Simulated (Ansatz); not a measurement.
Stepwise reaction of `[SH][GeH]([SH])[SH]` with hydrogen, as a gas-phase model of exchange steps in deposition or etching. ΔE in kJ/mol; ΔG adds harmonic PBE0-D4 terms to CCSD(T)/CBS, at 1 bar.

Computed with Ansatz on PBE0-D4/def2-TZVP structures; ΔE is electronic, products minus reactants. CCSD(T)/CBS is the MP2 limit (def2-TZVPP, def2-QZVPP) plus CCSD(T) − MP2 in def2-TZVPP, frozen cores. This one scheme is used for every species. Functionals use def2-TZVPP. B3LYP here is the variant with VWN-RPA as its local correlation; programs differ in this. For Ge outer-core shells are correlated without core-valence functions, which leaves a few kJ/mol of doubt a bond. Scalar relativity is left out up to krypton. Each species was taken in one conformer, which may not be the lowest.

```json
{"step": "1", "reaction": "`[SH][GeH]([SH])[SH]` + H₂ → `[SH][GeH2][SH]` + H₂S", "PBE-D4": "39.5", "B3LYP-D4": "35.7", "ωB97M-V": "32.4", "CCSD(T)/CBS": "34.8", "ΔG(600 K)": "20.2"}
{"step": "2", "reaction": "`[SH][GeH2][SH]` + H₂ → `[SH][GeH3]` + H₂S", "PBE-D4": "35.0", "B3LYP-D4": "29.9", "ωB97M-V": "27.2", "CCSD(T)/CBS": "29.6", "ΔG(600 K)": "21.4"}
{"step": "3", "reaction": "`[SH][GeH3]` + H₂ → GeH₄ + H₂S", "PBE-D4": "25.6", "B3LYP-D4": "21.5", "ωB97M-V": "20.6", "CCSD(T)/CBS": "22.5", "ΔG(600 K)": "25.2"}
```

Task: By hand: ΔE of the 3 steps together at CCSD(T)/CBS.

Result: (34.8) + (29.6) + (22.5) = 86.9 kJ/mol, or 29.0 kJ/mol a step.

In ΔE each step is lower than the one before. All are uphill at CCSD(T)/CBS. ΔG lies between 20.2 and 25.2 kJ/mol a step. PBE-D4 differs from CCSD(T)/CBS by 3.1 to 5.4 kJ/mol a step. Isolated molecules leave out the surface, adducts and barriers. Largest T1 diagnostic: 0.012.
